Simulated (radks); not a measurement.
Problem. Excited configurations of P3+: one electron is placed in a higher orbital outside [Ne] 3s1. The ground configuration is [Ne] 3s2. Method: non-relativistic Kohn-Sham, PBEsol, spin-polarised, spherical densities, point nucleus; open shells are filled with parallel spins first; computed with a radial shooting solver on a logarithmic mesh with Libxc functionals. Excitation = E - E(ground); binding = E(ion) - E, where the ion is the core of charge +4; n* = 4/sqrt(2 binding) in atomic units, and the quantum defect is n - n*.

outer orbital  excitation (eV)  binding (eV)     n*  quantum defect  eigenvalue (eV)  <r> (bohr)
4s                      27.512        23.562  3.040           0.960          -21.082       3.548
5p                      38.963        12.111  4.240           0.760          -10.802       6.684
5d                      41.037        10.037  4.657           0.343           -8.892       7.593
6p                      43.005         8.069  5.194           0.806           -7.253       10.16
6f                      44.506         6.568  5.757           0.243           -5.830       11.26
7s                      44.852         6.222  5.915           1.085           -5.635       13.49
7p                      45.313         5.761  6.147           0.853           -5.209       14.35
7d                      45.991         5.083  6.544           0.456           -4.579       15.82

Estimate the row for 3p.

Solution. excitation (eV) 8.184; binding (eV) 42.890; n* 2.253; quantum defect 0.747; eigenvalue (eV) -37.174; <r> (bohr) 1.812. The Delta-SCF ionisation energy is 51.074 eV (NIST Atomic Spectra Database: 51.444 eV, measured). Self-interaction in the functional shifts the binding energies and quantum defects, so they are the method's values and not measured ones.
